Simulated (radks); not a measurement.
Spherical quantum dot in the effective-mass picture: electrons in a parabolic well V = omega^2 r^2 / 2 with omega = 0.856, all in effective atomic units (hartree* = m*/eps^2 hartree, bohr* = eps/m* bohr), one dielectric constant everywhere. Method: non-relativistic Kohn-Sham, LDA (Slater exchange, Perdew-Wang correlation), spin-polarised, spherical densities; computed with a radial shooting solver with Libxc functionals. Levels are named by radial order and angular momentum (1s, 1p, 1d, 2s, ...), and open shells are averaged over m.

N = 8, configuration 1s2 1p6. This is the lowest configuration that the search found. Occupied and some empty levels:

level,occupation,eigenvalue (hartree*),<r> (bohr*)
1s,2,5.0214,1.577
1p,6,5.5404,1.976
1d,0,6.1252,2.273
2s,0,6.2491,2.020
1f,0,6.7601,2.520

Energy (hartree*): total 28.9331, kinetic 5.2348, external 11.470, Hartree 15.293, exchange-correlation -3.0645. Static polarisability (adiabatic kernel): 10.92 bohr*^3, against N/omega^2 = 10.92 from the generalised Kohn theorem.
